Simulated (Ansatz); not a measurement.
Harmonic vibrations of the cluster ScO3 by finite differences.

```yaml
crystal:
  periodic: [false, false, false]
  atoms:
    - {symbol: Sc, position_ang: [0.198637, -0.634561, 0.572747]}
    - {symbol: O, position_ang: [-1.243441, 0.594870, -0.311590]}
    - {symbol: O, position_ang: [1.332521, -1.325509, -0.460017]}
    - {symbol: O, position_ang: [-0.287716, 1.365200, 0.198860]}
basis:
  gaussian: {orbitals: def2-TZVP}
magnetization: {spin_polarized: true, initial_magnetization: 1}
hamiltonian: {xc: r2scan, dispersion: d4}
scf: {omitted_lower_state_checks: [starts]}
phonons: {temperatures: {t_min: 298.15, t_max: 900, t_step: 200}}
```

```sh
$ ansatz run in.yaml --threads 4 --pin off --events-out ev --progress --plain --max-ram 3916MiB
```

Shortened log:

```
Functional definition: r2SCAN
mean field -26839.28082044 eV, -986.3253778332 hartree, gradient 3.9e-5 eV, S^2 0.757253; 0 other end points of the search recorded, 0 dependent functions left out
mean field -26839.28078853 eV, -986.3253766604 hartree, gradient 3.2e-6 eV, S^2 0.757250; 0 other end points of the search recorded, 0 dependent functions left out
mean field -26839.28071415 eV, -986.3253739273 hartree, gradient 3.1e-6 eV, S^2 0.757257; 0 other end points of the search recorded, 0 dependent functions left out
mean field -26839.28078270 eV, -986.3253764462 hartree, gradient 3.1e-6 eV, S^2 0.757250; 0 other end points of the search recorded, 0 dependent functions left out
mean field -26839.28074687 eV, -986.3253751296 hartree, gradient 3.2e-6 eV, S^2 0.757256; 0 other end points of the search recorded, 0 dependent functions left out
mean field -26839.28077082 eV, -986.3253760099 hartree, gradient 3.1e-6 eV, S^2 0.757265; 0 other end points of the search recorded, 0 dependent functions left out
mean field -26839.28073520 eV, -986.3253747008 hartree, gradient 3.2e-6 eV, S^2 0.757242; 0 other end points of the search recorded, 0 dependent functions left out
mean field -26839.28073807 eV, -986.3253748063 hartree, gradient 3.2e-6 eV, S^2 0.757241; 0 other end points of the search recorded, 0 dependent functions left out
mean field -26839.28074541 eV, -986.3253750760 hartree, gradient 3.1e-6 eV, S^2 0.757265; 0 other end points of the search recorded, 0 dependent functions left out
mean field -26839.28078403 eV, -986.3253764953 hartree, gradient 3.2e-6 eV, S^2 0.757249; 0 other end points of the search recorded, 0 dependent functions left out
mean field -26839.28074851 eV, -986.3253751899 hartree, gradient 3.0e-6 eV, S^2 0.757258; 0 other end points of the search recorded, 0 dependent functions left out
mean field -26839.28076315 eV, -986.3253757277 hartree, gradient 3.2e-6 eV, S^2 0.757246; 0 other end points of the search recorded, 0 dependent functions left out
mean field -26839.28082311 eV, -986.3253779315 hartree, gradient 3.1e-6 eV, S^2 0.757260; 0 other end points of the search recorded, 0 dependent functions left out
mean field -26839.28074484 eV, -986.3253750549 hartree, gradient 3.1e-6 eV, S^2 0.757261; 0 other end points of the search recorded, 0 dependent functions left out
mean field -26839.28078123 eV, -986.3253763922 hartree, gradient 3.2e-6 eV, S^2 0.757246; 0 other end points of the search recorded, 0 dependent functions left out
mean field -26839.28078936 eV, -986.3253766911 hartree, gradient 3.1e-6 eV, S^2 0.757249; 0 other end points of the search recorded, 0 dependent functions left out
mean field -26839.28080713 eV, -986.3253773441 hartree, gradient 3.2e-6 eV, S^2 0.757257; 0 other end points of the search recorded, 0 dependent functions left out
mean field -26839.28076460 eV, -986.3253757812 hartree, gradient 3.2e-6 eV, S^2 0.757246; 0 other end points of the search recorded, 0 dependent functions left out
mean field -26839.28077653 eV, -986.3253762194 hartree, gradient 3.1e-6 eV, S^2 0.757261; 0 other end points of the search recorded, 0 dependent functions left out
mean field -26839.28073689 eV, -986.3253747630 hartree, gradient 3.0e-6 eV, S^2 0.757262; 0 other end points of the search recorded, 0 dependent functions left out
mean field -26839.28076758 eV, -986.3253758905 hartree, gradient 3.2e-6 eV, S^2 0.757245; 0 other end points of the search recorded, 0 dependent functions left out
mean field -26839.28072359 eV, -986.3253742740 hartree, gradient 3.1e-6 eV, S^2 0.757265; 0 other end points of the search recorded, 0 dependent functions left out
mean field -26839.28077710 eV, -986.3253762404 hartree, gradient 3.2e-6 eV, S^2 0.757242; 0 other end points of the search recorded, 0 dependent functions left out
mean field -26839.28081680 eV, -986.3253776996 hartree, gradient 3.1e-6 eV, S^2 0.757257; 0 other end points of the search recorded, 0 dependent functions left out
mean field -26839.28078053 eV, -986.3253763664 hartree, gradient 3.2e-6 eV, S^2 0.757250; 0 other end points of the search recorded, 0 dependent functions left out
Total energy: -26839.29582506 eV, -986.3259292427 hartree
Atom 0 at     0.198637    -0.634561     0.572747 Å, force     0.015659     0.007194     0.005760 eV/Å
Atom 1 at    -1.243441     0.594870    -0.311590 Å, force    -0.000907     0.006356    -0.011965 eV/Å
Atom 2 at     1.332521    -1.325509    -0.460017 Å, force    -0.009144    -0.002122    -0.001167 eV/Å
Atom 3 at    -0.287716     1.365200     0.198860 Å, force    -0.005609    -0.011428     0.007372 eV/Å
Dipole moment:    -0.431236    -0.309116     1.234543 e Å
Vibrations: 164.37 167.34 458.06 492.39 958.67 1179.59 cm⁻¹, zero-point energy 0.212039 eV
Checks for a lower state left out: starts
```

Hardware: 4 threads of Arm Neoverse V1 on a shared host. Wall time 65 s.

The structure holds one bond between oxygen atoms, so isomers without such links may lie far lower. The structure comes from a short search, and lower isomers may exist.
